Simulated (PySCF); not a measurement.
A structure optimised at PBE0-D3(BJ)/def2-SVP, used in a PySCF frequency run:

```xyz
11

C      2.2381    -0.0547     1.1995
C      1.3157    -0.1131     0.4193
C      0.1972    -0.2142    -0.5229
F     -0.0325     1.0001    -1.1220
C     -1.0471    -0.7169     0.1559
C     -2.1949    -0.0457     0.1695
H      3.0559     0.0043     1.8943
H      0.4851    -0.9252    -1.3221
H     -0.9445    -1.6898     0.6478
H     -3.0773    -0.4488     0.6717
H     -2.2809     0.9264    -0.3216
```

Problem. Write its SMILES and formula.

Solution. C#C[C@H](F)C=C, C₅H₅F

Problem. What are its rotational constants (standard atomic weights)?

Solution. 6.7511, 2.5326, 2.0270 GHz
